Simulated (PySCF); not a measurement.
Which determinant of SnC lies lowest?

Unrestricted PBE0; basis Sn def2-SVPD with ECP28, C def2-SVPD; scalar-relativistic core potentials; PySCF 2.14. Outer shells of the fragments: Sn 4d10 5s2 5p2; C 2s2 2p2.

Followed along the bond (rough minima from three points):

| 2Ms+1 | unpaired | ⟨S²⟩ at the start | R at minimum (Å) | Te (eV) |
| --- | --- | --- | --- | --- |
| 3 | σ ↑, π ↑ | 2.28 | 2.03 | 0.00 |
| 3 | π ↑↑ | 2.00 | 2.11 | 0.16 |
| 1 | σ ↑, π ↓ | 1.07 | 2.01 | 0.37 |
| 1 | π ↑↓ | 1.00 | 2.11 | 0.42 |
| 5 | σ ↑, π ↑↑↑ | 6.01 | none in the scan | ≤ 0.90 |

Solutions found at the starting distance of 2.060 Å, counted from the lowest of them; the search is not exhaustive and high or unbound solutions are not listed, so other states can lie among these:

```tsv
2Ms+1	unpaired	term	E (eV)	⟨S²⟩	⟨Lz²⟩	μ (D)
3	σ ↑, π ↑	³Π	0.00	2.28	1.01	-2.60
3	π ↑↑	³Σ⁻	0.18	2.00	0.00	-3.21
1	σ ↑, π ↓	mixed	0.39	1.07	1.09	-2.96
1	π ↑↓	mixed	0.44	1.00	2.01	-3.10
5	σ ↑, π ↑↑↑	⁵Π	1.11	6.01	1.00	-1.18
1	none	mixed	1.23	0.00	2.00	-2.79
1	none	¹Σ⁺	1.66	0.00	0.00	-3.54
3	σ ↑, π ↑↑↓	mixed	1.84	3.01	3.02	-1.29
3	σ ↓, π ↑↑↑	mixed	1.90	3.02	1.01	-1.47
1	σ ↑, π ↑↓↓	mixed	2.05	2.02	3.02	-1.35
3	π ↑↑	mixed	3.02	2.04	2.01	-1.83
3	σ ↑, π ↑	mixed	3.29	2.01	3.00	-1.03
5	σ ↑↑, π ↑↑	⁵Σ⁻	4.21	6.00	0.00	-0.02
5	π ↑↑↑↑	⁵Σ⁺	4.35	6.01	0.00	0.14
```

A term symbol is given only where ⟨S²⟩ and ⟨Lz²⟩ are close to those of a pure state; real π, δ and φ orbitals otherwise mix terms. A positive dipole means Sn(−)C(+).

Spin–orbit coupling is left out.
